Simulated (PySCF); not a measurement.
How methods differ on the ionisation energy of I²⁺

I²⁺ [Kr] 4d10 5s2 5p3 (4S) → I³⁺ [Kr] 4d10 5s2 5p2 (3P), as a difference of total energies. Computed with PySCF 2.14 in aug-cc-pVQZ-DK3, with scalar relativity by spin-free X2C-1e. Correlated levels: valence: [Kr] 4d10 frozen. The calculations carry no spin-orbit coupling.

| method | ionisation energy (eV) |
| --- | --- |
| UHF | 29.862 |
| MP2 (valence) | 30.343 |
| SCS-MP2 (valence) | 30.213 |
| CCSD (valence) | 30.322 |
| CCSD(T) (valence) | 30.351 |

Problem. How much does correlation contribute at CCSD(T) (valence)?

Solution. 30.351 − (29.862) = 0.489 eV, measured against UHF.

A first-order spin-orbit estimate (lowest level to lowest level, LS coupling) adds -0.832 eV.

Errors of the correlated levels include the incompleteness of this basis and the frozen core.

For comparison: 29.57 ± 0.025 eV (measured; NIST Atomic Spectra Database, ionization energies).
